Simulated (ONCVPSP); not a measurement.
Cutoff test, Cl, ONCV

Cl, optimised norm-conserving Vanderbilt (ONCV), made with ONCVPSP 4.0.1 (PBE, scalar-relativistic). Core [Ne], reference 3s2 3p4 (charge +1). Waves: 3s: rc 1.20 bohr, ncon 4, nbas 9, qcut 6.3 1/bohr, 1 projector; 3p: rc 1.35 bohr, ncon 5, nbas 8, qcut 5.2 1/bohr, 2 projectors, debl 3.5 Ha; d scattering state at 0.28 Ha: rc 1.40 bohr, ncon 4, nbas 7, qcut 7.3 1/bohr, 3 projectors, debl 2 Ha. Local part: polynomial inside 1.20 bohr (lpopt 5, dvloc0 0 Ha). Core correction: none.

Q: For each optimised wave give the share of its norm inside rc, the residual kinetic energy above qcut (Ha) and the cutoffs (Ha) for errors of 10, 1, 0.1 and 0.01 mHa per electron.

A:

```
         wave  norm inside rc  residual KE  10 mHa  1 mHa  0.1 mHa  0.01 mHa
           3s           0.321      1.1e-04    12.1   16.3     20.4      55.6
           3p           0.336      7.6e-04     5.5   11.7     32.3      65.6
p projector 2           0.081      4.7e-03     8.7  103.2    136.2     151.8
d projector 1           0.124      5.5e-04    17.1   24.6     68.0      88.1
d projector 2           0.114      4.1e-03    23.7   31.6     72.1      99.3
d projector 3           0.074      1.3e-02    27.6   35.5     94.8     149.1
```

The occupied waves need 16 Ha and 32 Ha for 1 and 0.1 mHa.
